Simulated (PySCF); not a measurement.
Structure from NMR data

Molecular formula: C₅H₈ClNSi. Simulated spectra:

¹H NMR (500 MHz, computed): δ 7.05 (br s, 1H), 6.85 (br s, 1H), 0.60 (s, 6H).

¹³C{¹H} NMR (computed): δ 157.0 (CH2), 129.2 (C), 123.0 (C), 3.5 (CH3).

PySCF 2.14 calculation with structure optimised with GFN2-xTB and NMR shieldings at PBE0/pcSseg-1/GIAO; relativity neglected, no solvent, equivalent nuclei averaged, one conformer.

Scale: ¹H and ¹³C vs TMS (reference shieldings calculated alike).

Question: Deduce the structure.

Answer: 
1. The formula gives 3 degrees of unsaturation (no ring in the answer).
2. 4 carbon signals for 5 carbons: some carbons are equivalent by symmetry or fast rotation.
3. Carbon types of the structure: 2 × C, 1 × CH2, 2 × CH3, which accounts for all hydrogens.
4. δC 157.0: terminal =CH2 carbon; the olefinic region.
5. δC 129.2: fully substituted alkene carbon; as expected for a trigonal carbon in a double bond.
6. δC 123.0: nitrile carbon; typical of a nitrile.
7. δC 3.5: methyl carbon bonded to Si; an electropositive neighbour leaves it electron-rich and shielded.
8. δH 7.05, 6.85: hydrogen on a terminal =CH2 carbon; a vinylic proton, deshielded by the sp2 carbon and the C=C anisotropy.
9. δH 0.60: hydrogen on a methyl carbon bonded to Si; an electropositive neighbour shields it, as in TMS itself.

Structure: `C=C(C#N)[Si](C)(C)Cl`.

This is the structure that produced the data.

Shifts are as computed. Against solution values, carbons near 30 ppm lie about +3 ppm off and those near 130 ppm about +5 ppm. Of 1309 compounds with measured shifts, 239 miss one by over three times the rms of a fit or turn the order of signals round; such compounds aren't used in these exercises. No couplings were computed; multiplicities are counted from neighbouring protons, with m where these are inequivalent, close in shift, in a saturated or five-membered ring or joined by F or P, and br s for small geminal =CH2 splittings.
